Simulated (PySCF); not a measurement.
Sn(F)2(Cl)(Me) (CH₃ClF₂Sn), SMILES [CH3][Sn]([F])([F])[Cl].

Geometry optimised at B3LYP-D3(BJ)/def2-SVP. The structure was generated by enumeration; whether it is a known compound was not checked. The def2 effective core potentials stand for the cores of Sn; spin–orbit coupling is left out.

Level of theory: PBE/def2-TZVP (PySCF).

Symmetry labels are those of the subgroup Cs that the program uses (full group Cs).

Q: List the valence orbital energies around the gap with their symmetry. (Estimate from the structure and the level; the computed values follow.)

A: 
| orbital | symmetry | energy (eV) |
|---|---|---|
| HOMO−7 | A' | -10.08 |
| HOMO−6 | A' | -9.87 |
| HOMO−5 | A" | -9.13 |
| HOMO−4 | A' | -9.13 |
| HOMO−3 | A" | -9.04 |
| HOMO−2 | A' | -8.54 |
| HOMO−1 | A" | -8.12 |
| HOMO | A' | -8.05 |
| LUMO | A' | -3.18 |
| LUMO+1 | A" | -0.98 |
| LUMO+2 | A' | -0.70 |
| LUMO+3 | A' | -0.13 |
